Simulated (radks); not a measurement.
Results of a calculation; reference values are marked as such.
Species: neutral bromine. Configuration: [Ar] 3d10 4s2 4p5. Level of theory: Dirac Kohn-Sham, LDA (Slater exchange, Perdew-Wang correlation), spin-unpolarised, spherical densities, finite nucleus; open shells fill j = l - 1/2 first; Fermi nuclear charge, rms radius 4.1629 fm (a radial shooting solver on a logarithmic mesh with Libxc functionals).

Spin-orbit splittings of the eigenvalues, e(l+1/2) - e(l-1/2), with zeta = 2 splitting/(2l+1) and mean radii in bohr:

| shell | occ. | splitting (eV) | zeta (eV) | <r> j=l-1/2 | <r> j=l+1/2 |
|---|---|---|---|---|---|
| 2p | 6 | 47.41 | 31.61 | 0.1629 | 0.1668 |
| 3p | 6 | 6.844 | 4.563 | 0.5577 | 0.5683 |
| 3d | 10 | 1.087 | 0.4348 | 0.5885 | 0.5927 |
| 4p | 5 | 0.5092 | 0.3395 | 2.070 | 2.121 |
